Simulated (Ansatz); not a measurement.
Cartesian coordinates (Å):
```xyz
22

B     -3.1492    -1.3737    -0.0809
C     -1.6271    -1.0822    -0.0519
C     -0.7270    -2.1579    -0.0584
C      0.6769    -1.9784    -0.0293
C      1.2405    -0.7013     0.0072
Si     3.1278    -0.5271     0.0476
C      0.3634     0.4385     0.0141
C      0.8507     1.7767     0.0495
C     -0.0425     2.8346     0.0543
C     -1.4322     2.5403     0.0235
N     -1.9292     1.3143    -0.0097
C     -1.0711     0.2550    -0.0152
H     -3.4984    -2.5417    -0.1141
H     -3.9837    -0.4966    -0.0713
H     -1.1328    -3.1816    -0.0866
H      1.3291    -2.8661    -0.0354
H      3.7195    -1.9075     0.0324
H      3.6293     0.2448    -1.1437
H      3.5801     0.1972     1.2874
H      1.9361     1.9653     0.0726
H      0.3041     3.8783     0.0811
H     -2.1644     3.3693     0.0267
```
Charge 0, multiplicity 1.

Calculation: Ansatz (a quantum-chemistry and plane-wave program) with frozen-core CCSD(T)/cc-pVDZ // PBE-D3(BJ)/def2-SVP. The restricted HF reference is unstable towards unrestricted orbitals.

```
Quantity                        Value
----------------------  -------------
HF energy               -714.71829 Ha
MP2 correlation energy    -1.50876 Ha
```

Estimate the CCSD correlation energy, the (T) correction, the total energy and the T1 diagnostic.


```yaml
CCSD correlation energy: -1.57911 Ha
"(T) correction": -0.07447 Ha
CCSD(T) total energy: -716.37188 Ha
T1 diagnostic: 0.012
```
